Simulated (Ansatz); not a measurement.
Molecule: sum formula HfOF, charge 0, multiplicity 2. The spin state was set by rule; other spins were not relaxed. 
Structure (B3LYP-D3(BJ)/def2-TZVP (Ansatz, a program for electronic structure) minimum search):
```xyz
3

Hf     0.1117    -0.0761     0.1542
O      0.8942     0.0319    -1.4119
F     -1.6881     0.5806     0.0214
```
Charge 0, spin multiplicity 2.

**Question.** Give the harmonic wavenumbers at B3LYP-D3(BJ)/def2-TZVP (Ansatz, finite differences of forces, unscaled).

**Answer.** 212, 621, 938 cm⁻¹. Zero-point energy 2.5 kcal/mol.

**Question.** From these and the geometry, give the ideal-gas thermochemistry at 298.15 K and 1 atm (rigid rotor, harmonic oscillator).

**Answer.** Point group Cs, rotational symmetry number 1. Rotational constants 15.99, 6.241, 4.489 GHz. S(trans) 41.98, S(rot) 24.09, S(vib) 2.56, S(elec, spin only) 1.38, S 70.0 cal/(mol K). H(298) - H(0) 2.83 kcal/mol; G - E(el) -15.5 kcal/mol.
